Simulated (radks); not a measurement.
The numbers below are computed, except where a source is named.
Polarisability of the cadmium ion Cd+, [Kr] 4d10 5s1, at imaginary frequency. Code: a radial shooting solver on a logarithmic mesh with Libxc functionals. Model: non-relativistic Kohn-Sham, LB94 model potential, spin-polarised, spherical densities, point nucleus; open shells are filled with parallel spins first (spin-orbit coupling, left out, can overturn this in heavy ions); relativity is left out, which matters for an element this heavy. Response by self-consistent Sternheimer equations with the Hartree and adiabatic LDA kernel.

w (hartree),alpha1(iw) (bohr^3),alpha2(iw) (bohr^5)
0.00266,20.39,93.26
0.0143,20.34,93.17
0.0360,20.03,92.70
0.0697,19.09,91.20
0.118,17.17,87.60
0.186,14.29,80.53
0.280,11.11,69.05
0.413,8.316,53.93
0.605,6.126,38.02
0.892,4.413,24.43
1.35,3.008,14.46
2.12,1.826,7.796
3.59,0.9024,3.590
6.94,0.3230,1.215
17.5,0.07193,0.2216

Static values: alpha1 = 20.40 bohr^3 (3.023 angstrom^3; uncoupled 32.28), alpha2 = 93.26 bohr^5, alpha3 = 908.9 bohr^7. C6 = 114.3, C8 = 3055, triple-dipole C9 = 1499 atomic units. One-pole (London) frequency 4 C6 / (3 alpha1^2) = 0.366 hartree, against 0.668 for minus the highest occupied eigenvalue.
